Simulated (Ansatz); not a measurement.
Species: sum formula HSO3 (charge 0, doublet). It need not be the lowest isomer of its formula. 
Coordinates optimised at B3LYP-D3(BJ)/def2-TZVP (Ansatz, an electronic-structure program):
```xyz
5

O      0.4342    -0.6993    -1.1852
S     -0.2804     0.0183     0.0913
O      0.2653    -0.5711     1.2992
O     -0.2259     1.4334    -0.1815
H      0.6974    -1.5966    -0.9218
```
Charge 0, spin multiplicity 2.

Quantity: vertical ionisation energy (to the singlet state of charge +1; each state is the SCF solution reached for its spin; for the singlet the Hartree-Fock reference is unstable and T1 is 0.023), in eV. Cores are frozen in the correlated levels unless marked. Open shells are spin-unrestricted. Spin-orbit coupling is left out. No relativistic terms. Basis-set limits of correlation are two-point, X^-3; Hartree-Fock from the larger set. [CCSD(T)-MP2]/basis is that difference in the basis named.

```json
[
 {"level": "r2SCAN/def2-TZVPD", "program": "Ansatz", "vertical ionisation energy (eV)": "10.87"},
 {"level": "CAM-B3LYP/def2-TZVPD", "program": "Ansatz", "vertical ionisation energy (eV)": "11.24"},
 {"level": "SCS-MP2/aug-cc-pV(D+d)Z", "program": "Ansatz", "vertical ionisation energy (eV)": "10.36"},
 {"level": "RI-MP2/CBS(aug-cc-pV(T+d)Z,aug-cc-pV(Q+d)Z)+[CCSD(T)-MP2]/aug-cc-pV(D+d)Z", "program": "Ansatz", "vertical ionisation energy (eV)": "[?]"}
]
```

### Question
Fill in the missing entries.

### Answer

- RI-MP2/CBS(aug-cc-pV(T+d)Z,aug-cc-pV(Q+d)Z)+[CCSD(T)-MP2]/aug-cc-pV(D+d)Z, vertical ionisation energy (eV): 10.82
